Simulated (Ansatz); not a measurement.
Basis-set series for C2H6Al2 (`C[CH]1[AlH][AlH]1`). The species carries charge 0 and has multiplicity 1. The structure was optimised at the PBE0-D4/def2-TZVP level.

```
functional       basis  functions  energy (Eh)  HOMO (eV)  LUMO (eV)
   PBE0-D4    def2-SVP         94   -564.07105      -5.66      -1.87
   PBE0-D4  def2-TZVPP        230   -564.32588      -5.65      -1.89
   ωB97M-V    def2-SVP         94   -564.30231      -7.45      -0.11
   ωB97M-V  def2-TZVPP        230   -564.56126      -7.48      -0.21
```

(1) Give the rows for def2-QZVPP. (Estimate.)

Results:

(1) Ansatz gave: 
```csv
functional,basis,functions,energy (Eh),HOMO (eV),LUMO (eV)
PBE0-D4,def2-QZVPP,434,-564.34483,-5.65,-1.91
ωB97M-V,def2-QZVPP,434,-564.57994,-7.50,-0.34
```
